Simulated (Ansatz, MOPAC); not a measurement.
System: GeCl (charge 0, doublet). SMILES: [Ge][Cl]

Atoms: Ge1, Cl2. Bonds: Ge1-Cl2.

Bond lengths (Å) and angles (degrees) optimised at PM3 with MOPAC; HF/3-21G with Ansatz (a first-principles code); MP2/6-31G* with LANL2DZ past Ar with Ansatz, each started from the B3LYP-D3(BJ)/def2-TZVP structure (Ansatz) of the last column. A row stands for all coordinates that are equal there. 6-31G* holds six Cartesian d functions.

```tsv
coordinate	PM3	HF/3-21G	MP2/6-31G* with LANL2DZ past Ar	B3LYP-D3(BJ)/def2-TZVP
Ge1-Cl2	2.204	2.293	2.258	2.197
```

Mean signed difference of all 1 bond lengths from B3LYP-D3(BJ)/def2-TZVP: PM3 0.007 Å, HF/3-21G 0.096 Å, MP2/6-31G* with LANL2DZ past Ar 0.062 Å.
